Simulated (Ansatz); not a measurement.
Si4. Total charge 0; triplet. Geometry r2SCAN-D4/def2-TZVP; atoms count from 1.

```tsv
atom	x (Å)	y (Å)	z (Å)
Si1	0.4801	1.6464	-0.7975
Si2	-0.4800	-1.6467	0.7970
Si3	-1.1802	0.1493	-0.4023
Si4	1.1801	-0.1490	0.4029
```

At PBE0-D4/def2-TZVP a singlet of charge 0 lies 0.69 eV below the triplet, each at its own geometry. The structure comes from a short search, and lower isomers may exist.

Q: Estimate the Mulliken populations from the PBE0/def2-TZVP orbitals of Ansatz.

A: 
```csv
atom,charge (e),spin (α − β)
Si1,-0.05,1.02
Si2,-0.05,1.02
Si3,0.05,-0.02
Si4,0.05,-0.02
```
Mulliken values and Mayer orders depend strongly on the basis.

Q: Where does the spin sit?

A: Summed by element: Si 2.00, of 2 unpaired in all. Largest on single atoms: Si1 1.02, Si2 1.02, Si3 -0.02.

Q: And the Mayer bond orders between bonded heavy atoms (over 0.3)?

A: Si1–Si3 1.13 (2.27 Å); Si1–Si4 1.13 (2.27 Å); Si2–Si3 1.13 (2.27 Å); Si2–Si4 1.13 (2.27 Å); Si3–Si4 1.00 (2.51 Å). Values over 0.3 also appear between atoms too far apart for a bond (Si1–Si2 0.47 at 3.78 Å); they arise where an orbital or an unpaired electron spreads over both atoms.
